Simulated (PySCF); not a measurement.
# Static response to an electric field

Species: C5H8O3.
Geometry (GFN2-xTB, Å), atoms numbered from 1 in this order:
```xyz
16
C5H8O3 angstrom
C      1.9703    0.9570   -0.3537
C      2.2520   -0.1313    0.3391
O      1.5715   -1.3176    0.4025
C      0.3995   -1.4666   -0.3189
O     -0.6940   -0.8449    0.3444
C     -1.3750    0.1241   -0.2909
C     -2.4426    0.6892    0.6016
O     -1.1486    0.4734   -1.4173
H      2.6288    1.8035   -0.2994
H      1.1102    1.0636   -0.9904
H      3.1249   -0.2061    0.9731
H      0.1932   -2.5421   -0.3375
H      0.4780   -1.0665   -1.3403
H     -3.0754    1.3637    0.0334
H     -1.9687    1.2285    1.4190
H     -3.0316   -0.1188    1.0261
```

Level: B3LYP/def2-SVPD (PySCF), static field, nuclei fixed, core orbitals frozen in the response. The polarisability tensor in these axes (au):

```
x   77.15 -2.79 -0.14
y   -2.79 73.38 -5.18
z   -0.14 -5.18 63.97
```

Problem. Diagonalise the tensor; give its mean and Δα, where Δα² is half the sum of the squared differences of the eigenvalues.

Solution. Principal values 61.57, 73.86 and 79.07 au; mean 71.50 au = 10.60 Å³ = 11.79 × 10⁻⁴⁰ C²·m²/J; Δα = 15.56 au (22 % of the mean).

Problem. What is the dipole moment, and where does it point?

Solution. (-0.66, -0.22, 1.14) D, 1.34 D in size, pointing from the negative to the positive side. Measured along this direction, the outermost atoms are H9 at the negative end and H16 at the positive end.

Problem. Rayleigh depolarisation ratio (linearly polarised light, static tensor)?

Solution. ρ = 3Δα²/(45ᾱ² + 4Δα²) = 726.3/(230042 + 968.4) = 0.00314.

Problem. In TDDFT the mean static polarisability is Σ f/ω² over all singlet excitations (ω in hartree). How much of it do the 8 lowest give? Their energies (eV) and oscillator strengths: 5.65, 0.0015; 6.03, 0.0016; 6.45, 0.0215; 6.80, 0.0651; 7.11, 0.0602; 7.30, 0.0252; 7.46, 0.0165; 7.52, 0.0482.

Solution. They add up to 3.58 au, 5.0 % of the 71.50 au; the largest single term is 1.04 au, from the state at 6.80 eV. Terms in order: 0.04, 0.03, 0.38, 1.04, 0.88, 0.35, 0.22, 0.63 au. Higher excitations give the rest. The strengths listed sum to 0.240.

Problem. What would n − 1 = 2πNα be for an ideal gas of these molecules at 273.15 K and 1 atm, electronic part alone?

Solution. N = p/kT = 2.6868 × 10¹⁹ cm⁻³, so n − 1 = 2π × N × 10.60 × 10⁻²⁴ cm³ = 1789 × 10⁻⁶ at long wavelengths, for an ideal gas.

Isolated species at its GFN2-xTB geometry (one conformer only).
